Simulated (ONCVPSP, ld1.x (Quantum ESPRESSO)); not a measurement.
## Potentials for Ti (Z = 22) compared

Generated with ld1.x 7.5 (TM, RRKJ, ultrasoft, PAW), atompaw 4.2 or ONCVPSP 4.0.1. The cutoff is in Ry: for ld1.x and atompaw files where the sum of valence levels is converged to 10 mRy in a Bessel basis, for ONCV files where the hardest occupied wave has 1 mHa per electron of residual kinetic energy. The error is the largest all-electron minus pseudo excitation energy over each file’s own four to seven test configurations (ionisations up to +4, promotions, holes and added fractions of an electron), all of which were solved. The labels leave out finer settings (local radius, basis sizes, second energies), which also bear on the numbers. Spin-polarised tests are not counted. The rows are a selection from randomly drawn settings: files with unsolved tests, undetermined cutoffs or missed reference levels are left out.

A true bound ghost makes a file unfit for plane-wave use even where its test errors are small: the radial tests pick states by their node count and pass the ghost by.

```csv
potential,cutoff (Ry),largest error (meV),bound ghosts
"ONCV, PBE, scalar-relativistic, rc 1.90/1.60/1.30 (spd), local smoothed, core correction yes, reference 3s2 3p6 3d2 4s2, qcut 5.7/8.5/7.4, projectors 2/2/2",303,+23,none
"ONCV, PBE, scalar-relativistic, rc 1.55/1.15/1.20/1.30 (spdf), local smoothed, core correction no, reference 3s2 3p6 3d1, qcut 7.7/7.2/6.9/8.6, projectors 3/1/1/2",237,+44,none
"ONCV, PBE, scalar-relativistic, rc 1.15/1.55/1.60 (spd), local smoothed, core correction no, reference 3s2 3p6 3d2, qcut 4.8/11.1/11.6, projectors 3/1/2",176,+30,none
"PAW, PW91, scalar-relativistic, rc 2.90/3.05/1.80 (spd), local smoothed, core correction yes, reference 3d2 4s1.5 4p0.5",30,-232,none
"ONCV, PBEsol, scalar-relativistic, rc 1.95/1.05/2.60 (spd), local smoothed, core correction yes, reference 3s2 3p6 3d2 4s2, qcut 7.5/6.7/6.9, projectors 2/2/2",38,+234,none
```

Question: Fill in the row for Ti: ONCV, PBEsol, scalar-relativistic, rc 2.85/2.40/2.15 (spd), local smoothed, core correction yes, reference 3d2 4s0.5, qcut 2.5/2.9/7.4, projectors 2/2/1.

Answer: cutoff 44 Ry, largest error -184 meV, bound ghosts: none.

Question: Fill in the row for Ti: TM, PBE, scalar-relativistic, rc 3.72/1.62/2.92 (spd), local d, core correction yes, reference 3p6 3d2 4s2 4p0.

Answer: cutoff 40 Ry, largest error -1209 meV, bound ghosts: s.

Question: Fill in the row for Ti: TM, PBE, scalar-relativistic, rc 2.35/2.85/2.45 (spd), local s, core correction no, reference 3d2 4s2 4p0.

Answer: cutoff 40 Ry, largest error +465 meV, bound ghosts: none.
